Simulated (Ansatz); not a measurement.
## Redistribution: C4H10 + C2HFI2 → C4H9I + C2H2FI

Species: C4H10 (isobutane) `CC(C)C`, singlet; C2HFI2 `F/C(I)=C\I`, singlet; C4H9I (tert-butyl iodide) `CC(C)(C)I`, singlet; C2H2FI `F/C=C/I`, singlet. The partners trade H for I; both sit on C, so the bond types are kept.

Shapes, held fixed at every level: PBE0-D4/def2-TZVP. Programs: Ansatz 0.2.0. The zero-point and thermal change to 298 K, harmonic and unscaled (PBE0-D4/def2-TZVP), is -0.2 kJ/mol.

```
               level                    kind  ΔH(298 K) (kJ/mol)  less CCSD(T)/def2-TZVPP
r2SCAN-D4/def2-TZVPP                meta-GGA               -16.4                     +8.2
 B3LYP-D4/def2-TZVPP           global hybrid               -17.2                     +7.4
  PBE0-D4/def2-TZVPP           global hybrid               -16.8                     +7.8
  wB97M-V/def2-TZVPP  range-separated hybrid               -20.7                     +3.9
  wB97X-V/def2-TZVPP  range-separated hybrid               -19.1                     +5.5
       CCSD/def2-SVP   coupled cluster or CI               -24.7                     -0.1
  CCSD(T)/def2-TZVPP   coupled cluster or CI               -24.6                      0.0
```

The highest level, CCSD(T)/def2-TZVPP, gives ΔH(298 K) = -24.6 kJ/mol; the levels span -24.7 to -16.4. The column of differences is taken from that level and isn't an error. No measured value is set beside it here. For atoms past krypton def2 sets carry core potentials with scalar relativity. Outer-core shells of I are correlated in most correlated rows, in sets that cover them unevenly.
